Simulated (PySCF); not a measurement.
HOP, SMILES O=P.

Coordinates come from a TPSSh-D3(BJ)/def2-TZVPD optimisation.

The numbers are results of PySCF with PBE/def2-TZVPD, not measurements.

Isolated molecule, no solvent.

Computed frontier levels, gap, dipole moment and polarisability:
```yaml
highest_occupied_level: -6.28 eV
lowest_empty_level: -4.34 eV
orbital_gap: 1.95 eV
dipole_moment: 2.12 D
quadrupole, principal values (traceless, Buckingham form, about the centre of nuclear charge): -2.80, -0.24, 3.04 D·Å
mean_static_polarisability: 29.3 bohr³ (4.35 Å³)
polarisability_principal_values: 23.5, 30.0, 34.5 bohr³
```
